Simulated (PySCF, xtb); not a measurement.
C3H6OSi2, SMILES O=C[Si@H]1C=C[SiH2]1.

GFN2-xTB (xtb) at its own geometry gives an orbital gap of 2.15 eV and a dipole moment of 2.88 D.

Coordinates come from a PBE0-D3(BJ)/def2-SVP optimisation. The structure was generated by enumeration; whether it is a known compound was not checked. One conformer was computed; it need not be the lowest.

What does PySCF with PBE/def2-TZVP give? (Estimate from the structure and the level; the computed values follow.)

gap 2.65 eV (levels -5.48 and -2.83 eV), dipole 2.76 D.
